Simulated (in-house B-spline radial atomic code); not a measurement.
Values are calculated unless marked as measured or tabulated.
## Work functions and surface energies across electron densities: Al, Sb, Ga, Tl, Cd, Au, Ba

The positive ions are smeared into a uniform slab; the electrons are solved self-consistently in the LDA (PW92) on a fine grid across the film. Stabilised jellium adds, inside the slab, the constant potential −n de/dn that makes the bulk stable at the metal's density. No lattice, so no dependence on crystal face. Atomic units unless named.

Thick-film averages; measured work functions from the table in Wikipedia's article on work functions.

```
metal  r_s (bohr)  Φ jellium (eV)  Φ stabilised (eV)  Φ measured (eV)  σ jellium (J/m²)  σ stabilised (J/m²)
   Al        2.07            3.77               4.26     4.06 to 4.26            -0.608                0.922
   Sb        2.14            3.75               4.21     4.55 to 4.70            -0.409                0.865
   Ga        2.19            3.73               4.17             4.32            -0.294                0.825
   Tl        2.49            3.60               3.93       about 3.84             0.086                0.619
   Cd        2.59            3.56               3.86             4.08             0.143                0.562
   Au        3.01            3.35               3.54     5.10 to 5.47             0.225                0.381
   Ba         3.7            3.03               3.09     2.52 to 2.70             0.188                0.214
```

Q: Where do the two models part, and which lies nearer to measurement?

A: They differ by +0.49 eV for Al and +0.06 eV for Ba; the stabilising potential vanishes near r_s = 4.2, where jellium is in equilibrium. Against the middle of the measured ranges the mean absolute misses are 0.71 eV (jellium) and 0.46 eV (stabilised). The largest miss of the stabilised model is -1.74 eV, for Au, a noble metal whose d shell the model lacks. Plain jellium has a negative surface energy for Al, Sb, Ga.
